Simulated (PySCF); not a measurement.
A structure optimised at PBE0-D3(BJ)/def2-TZVP, used in a PySCF frequency run:

```
Ge
O 1 1.7753
H 2 0.9601 1 112.61
O 1 1.7753 2 109.85 3 -62.40
H 4 0.9601 1 112.61 2 -62.40
H 1 1.5330 2 111.86 3 52.26
H 1 1.5330 6 115.87 4 123.01
```

Write its SMILES, formula and point group.

[OH][GeH2][OH], GeH4O2, C2

What are its rotational constants (standard atomic weights)?

15.129, 6.5765, 4.9963 GHz
